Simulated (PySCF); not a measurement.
Species: H₁₃NSi₅.
Atom-mapped SMILES: `[SiH3:1][SiH2:2][SiH2:3][N:4]([SiH3:5])[SiH3:6]` (hydrogens: H7, H8, H9 on Si1; H10, H11 on Si2; H12, H13 on Si3; H14, H15, H16 on Si5; H17, H18, H19 on Si6)

Cartesian coordinates in Å at the PBE0-D3(BJ)/def2-SVP level; atoms count from 1:
```xyz
19
H13NSi5 angstrom
Si     2.370    0.031    0.763
Si     1.601   -1.633   -0.701
Si    -0.424   -0.776   -1.533
N     -1.102    0.314   -0.322
Si    -1.682   -0.369    1.186
Si    -1.283    2.019   -0.695
H      3.744   -0.264    1.274
H      1.443    0.146    1.931
H      2.394    1.344    0.045
H      1.419   -2.925    0.032
H      2.584   -1.848   -1.810
H     -0.153    0.039   -2.759
H     -1.397   -1.856   -1.895
H     -0.962   -1.665    1.393
H     -3.151   -0.651    1.158
H     -1.399    0.558    2.321
H     -2.413    2.275   -1.641
H     -1.556    2.743    0.583
H     -0.030    2.544   -1.317
```

Theory: PySCF 2.14.0, PBE0-D3(BJ)/def2-SVP geometry optimisation, gas phase.

Masses are those of the commonest isotopes; rigid-rotor values at the optimised geometry. The values belong to one conformer with, in the numbering `[SiH3:1][SiH2:2][SiH2:3][N:4]([SiH3:5])[SiH3:6]`, Si1–Si2–Si3–N4 -27°, Si2–Si3–N4–Si5 -68°.

Q: Give the principal moments of inertia and the rotational constants in MHz.

A: Ia = 356.53, Ib = 664.36, Ic = 692.98 u·Å²; 505379 MHz·u·Å²/I gives A = 1418, B = 760.7, C = 729.3 MHz.

Q: Classify the top.

A: A near-prolate asymmetric top: κ = (2 × 760.7 − 1418 − 729.3)/(1418 − 729.3) = -0.91.

Q: What does the inertial defect say?

A: Not planar: Δ = Ic − Ia − Ib = -327.91 u·Å². For a rigid frame Δ = −2 Σ m c², so Σ m c² = 163.95 u·Å² lies off the ab plane: 33.84 from hydrogen and 130.11 from heavier atoms. The atom farthest from that plane is 2.42 Å away.

Q: Where do the levels up to J = 4 lie, in cm⁻¹?

A: Above 0(0,0):
J = 1: 1(0,1) 0.0497, 1(1,1) 0.0716, 1(1,0) 0.0727
J = 2: 2(0,2) 0.1491, 2(1,2) 0.1700, 2(1,1) 0.1731, 2(2,1) 0.2388, 2(2,0) 0.2389
J = 3: 3(0,3) 0.2980, 3(1,3) 0.3175, 3(1,2) 0.3238, 3(2,2) 0.3879, 3(2,1) 0.3881, 3(3,1) 0.5001, 3(3,0) 0.5001
J = 4: 4(0,4) 0.4965, 4(1,4) 0.5141, 4(1,3) 0.5246, 4(2,3) 0.5867, 4(2,2) 0.5873, 4(3,2) 0.6990, 4(3,1) 0.6990, 4(4,1) 0.8560, 4(4,0) 0.8560
The levels of one J sum to (2J + 1)J(J + 1)(A + B + C)/3.

Q: Which lines would a microwave search look for?

A: The dipole components are |μa| = 0.07 D, |μb| = 0.13 D, |μc| = 0.05 D. Intensities carry the squares of the components, which stand as 0.29 : 1.00 : 0.12 (a : b : c). Some lines, for components of 0.1 D or more:

```csv
type,branch,"J(Ka,Kc)",MHz,lower level (cm⁻¹)
b,Q,"2(1,1) ← 2(0,2)",721,0.149
b,Q,"5(2,3) ← 5(1,4)",1825,0.776
b,Q,"3(2,1) ← 3(1,2)",1929,0.324
b,Q,"3(2,2) ← 3(1,3)",2112,0.317
b,R,"2(0,2) ← 1(1,1)",2322,0.072
b,R,"2(1,2) ← 1(0,1)",3605,0.050
b,R,"4(1,3) ← 3(2,2)",4097,0.388
b,Q,"5(4,2) ← 5(3,3)",4705,0.948
b,Q,"4(4,0) ← 4(3,1)",4705,0.699
b,R,"3(1,3) ← 2(0,2)",5049,0.149
b,R,"3(3,1) ← 2(2,0)",7832,0.239
b,R,"5(2,4) ← 4(1,3)",9310,0.525
b,R,"4(3,2) ← 3(2,1)",9320,0.388
b,R,"4(4,1) ← 3(3,0)",10668,0.500
b,R,"5(4,2) ← 4(3,1)",12158,0.699
```

Q: Estimate the classical rotational partition function at 25 K, 50 K and 500 K.

A: Point group C1, symmetry number σ = 1; q = (√π/σ)·√((kT/h)³/(ABC)), k/h = 20836.6 MHz/K: 23800 at 25 K, 67200 at 50 K, 2130000 at 500 K.

Not checked by PBE0-D3(BJ)/def2-SVP frequencies. Constants of a rigid frame at the computed geometry: no zero-point averaging, no centrifugal distortion. A rigid rotor knows nothing of internal rotation, which can split or shift real lines. Quadrupole hyperfine structure (14N) is left out.
